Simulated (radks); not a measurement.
Spherical jellium clusters: N electrons in a uniform positive sphere of charge N and radius rs N^(1/3), rs = 5.23 bohr. Method: non-relativistic Kohn-Sham, LDA (Slater exchange, Perdew-Wang correlation), spin-polarised, spherical densities; computed with a radial shooting solver with Libxc functionals. Levels are named by radial order and angular momentum (1s, 1p, 1d, 2s, ...), and open shells are averaged over m. Each electron was tried in the lowest free levels, single moves between levels near the top were tried too, and the lowest total energy was kept; such a search can miss a lower state. Energies include the self-energy of the background; IP and EA are vertical (highest electron removed, lowest free level filled), at fixed background; spill-out counts the electrons outside the background radius R, and alpha is the static dipole polarisability from linear response (closed shells only). A dash means not computed or, for alpha, an open shell; in EA it means that no bound solution was reached, which is typical of self-interaction and does not show that the anion is unstable. Real open-shell clusters deform, which this model forbids.

| N | open shells | 2S | E(N+1) + E(N-1) - 2E(N) (eV) | IP (eV) | EA (eV) | spill-out (e) |
|---|---|---|---|---|---|---|
| 1 | 1s(up 1, down 0) | 1 | - | - | - | 0.30 |
| 2 | none | 0 | 0.699 | 4.277 | - | 0.44 |
| 3 | 1p(up 1, down 0) | 1 | -0.468 | 3.287 | - | 0.68 |
| 4 | 1p(up 2, down 0) | 2 | -0.301 | 3.639 | - | 0.81 |
| 5 | 1p(up 3, down 0) | 3 | 0.248 | 3.821 | - | 0.91 |
| 6 | 1p(up 3, down 1) | 2 | -0.248 | 3.475 | 1.141 | 1.03 |
| 7 | 1p(up 3, down 2) | 1 | -0.175 | 3.661 | 1.354 | 1.13 |
| 8 | none | 0 | 0.738 | 3.777 | - | 1.21 |
| 9 | 1d(up 1, down 0) | 1 | -0.182 | 2.987 | - | 1.34 |
| 10 | 1d(up 2, down 0) | 2 | -0.151 | 3.142 | 1.090 | 1.46 |
| 11 | 1d(up 3, down 0) | 3 | -0.126 | 3.262 | 1.239 | 1.55 |
| 12 | 1d(up 4, down 0) | 4 | -0.106 | 3.357 | 1.364 | 1.63 |
| 13 | 1d(up 5, down 0) | 5 | 0.255 | 3.433 | 1.136 | 1.70 |
| 14 | 1d(up 5, down 1) | 4 | -0.117 | 3.149 | 1.275 | 1.79 |
| 15 | 1d(up 5, down 2) | 3 | -0.100 | 3.247 | 1.393 | 1.87 |
| 16 | 1d(up 5, down 3) | 2 | -0.086 | 3.327 | 1.494 | 1.95 |
| 17 | 1d(up 5, down 4) | 1 | -0.074 | 3.392 | 1.581 | 2.02 |
| 18 | none | 0 | 0.156 | 3.448 | 1.453 | 2.08 |
| 19 | 2s(up 1, down 0) | 1 | 0.183 | 3.273 | 1.313 | 2.21 |
| 20 | none | 0 | 0.145 | 3.084 | 1.179 | 2.39 |
| 21 | 1f(up 1, down 0) | 1 | -0.080 | 2.945 | 1.268 | 2.46 |
| 22 | 1f(up 2, down 0) | 2 | -0.072 | 3.010 | 1.348 | 2.52 |
| 23 | 1f(up 3, down 0) | 3 | -0.066 | 3.067 | 1.420 | 2.58 |
| 24 | 1f(up 4, down 0) | 4 | -0.060 | 3.118 | 1.487 | 2.64 |
| 25 | 1f(up 5, down 0) | 5 | -0.055 | 3.164 | 1.547 | 2.69 |
| 26 | 1f(up 6, down 0) | 6 | -0.050 | 3.205 | 1.602 | 2.74 |
| 27 | 1f(up 7, down 0) | 7 | 0.218 | 3.242 | 1.394 | 2.79 |
| 28 | 1f(up 7, down 1) | 6 | -0.059 | 3.011 | 1.461 | 2.85 |
| 29 | 1f(up 7, down 2) | 5 | - | 3.061 | 1.522 | 2.91 |

All shells are closed at N = 2, 8, 18, 20 (there: 1s2 1p6 1d10 2s2); the second difference of the energy has clear peaks (12 % above both neighbours; the first and last values, which can be the largest, are not judged, and half-filled shells can peak too) at N = 5, 8, 13, 19, 27.
